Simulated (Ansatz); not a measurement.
Reaction (ligand exchange at the Si–Br bond): `C[SiH](C)Br` + `O[SiH3]` → `C[SiH](C)O[SiH3]` + HBr

Gas-phase electronic energies from Ansatz, PBE0-D4/def2-TZVP geometries. CCSD(T)/CBS is the MP2 limit (def2-TZVPP, def2-QZVPP) plus CCSD(T) − MP2 in def2-TZVPP, frozen cores. Functionals use def2-TZVPP. B3LYP here is the variant with VWN-RPA as its local correlation; programs differ in this. For Br outer-core shells are correlated without core-valence functions, which leaves a few kJ/mol of doubt a bond. Scalar relativity is left out up to krypton. Each species was taken in one conformer, which may not be the lowest.

| level | ΔE (eV) |
| --- | --- |
| r2SCAN-D4 | -0.11 |
| PBE0-D4 | -0.05 |
| B3LYP | -0.14 |
| CCSD/CBS(def2) | -0.12 |

Task: What does CCSD(T)/CBS give? (Estimate.)

Result: Ansatz gave: -0.11 eV. The listed levels differ from it by 0.00, 0.06, -0.03, -0.01 eV.

Largest T1 diagnostic among the species: 0.011.

In def2-TZVPP, CCSD(T) changes the Hartree–Fock value by +0.05 eV (the triples alone add +0.02 eV) and MP2 by +0.11 eV. The D4 term adds −0.04 eV with B3LYP and −0.03 eV with PBE0; it sums over pairs of atoms, weighted by their polarisabilities, and B3LYP, whose exchange is more repulsive, gets the larger term.
